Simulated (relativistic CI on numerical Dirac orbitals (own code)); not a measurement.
## Sensitivity of the levels of Ar XII to α and to the nuclear radius

These numbers are calculated, not measured: Dirac-Coulomb-Breit CI, separate exchange-only KLI orbitals for each configuration, derivatives by finite differences, unscaled Slater integrals, QED left out (own radial code, finite nucleus).

Configurations in the expansion (outside the closed core 1s2): 2s2.2p3, 2s.2p4, 2p5, 2p4.3s, 2s2.2p2.3s, 2p4.3p, 2s2.2p2.3p, 2p4.3d. Levels of other configurations are missing.

With x = (α/α₀)² − 1 an excitation energy changes as ω = ω₀ + qx; K = 2q/ω₀ is the relative enhancement. Terms are leading LS components, so labels can repeat. The field-shift factor is F = δν/δ⟨r²⟩ for the transition from the lowest level.

Lowest level 2s2.2p3 4S°_3/2.

```csv
Level,ω₀ (cm⁻¹),q (cm⁻¹),K,F (GHz/fm²)
2s2.2p3 2D°_3/2,98330,-5022,-0.102,0.0234
2s2.2p3 2D°_5/2,101934,1993,0.0391,0.0613
2s2.2p3 2P°_1/2,148744,3796,0.051,-0.425
2s2.2p3 2P°_3/2,153864,13650,0.177,-0.403
2s.2p4 4P_5/2,445705,14530,0.0652,-16.2
2s.2p4 4P_3/2,457815,27010,0.118,-16.2
2s.2p4 4P_1/2,463789,32280,0.139,-16.2
2s.2p4 2D_3/2,623651,22340,0.0716,-16.6
2s.2p4 2D_5/2,624190,23770,0.0762,-16.6
2s.2p4 2S_1/2,725078,21130,0.0583,-16.6
2s.2p4 2P_3/2,760009,20760,0.0546,-17.4
2s.2p4 2P_1/2,775731,37990,0.098,-17.3
2p5 2P°_3/2,1195049,36790,0.0616,-32.7
```

At this charge energies of transitions that change n are usually good to better than 1 %, and those within a shell (Δn = 0) to a few per cent.
